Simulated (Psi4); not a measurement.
Pair of molecules: HF (SMILES F) (first 2 atoms) with CO (SMILES [C-]#[O+]); geometry from B3LYP-D3(BJ)/def2-TZVP.
(charge 0, multiplicity 1):
```csv
atom,x (Å),y (Å),z (Å)
F,-0.1108,-0.2744,-0.4543
H,-0.0794,-0.2139,0.4762
C,-0.0121,-0.0823,2.4873
O,0.0251,-0.0089,3.6055
```

The numbers are results of SAPT0/jun-cc-pV(D+d)Z (Psi4), not measurements.

Task: Which attractive term is largest, and how does the interaction split up?

Result: electrostatics -23.2, exchange 31.0, induction -13.1, dispersion -5.7, total -11.0 kJ/mol; the largest attraction is electrostatics.
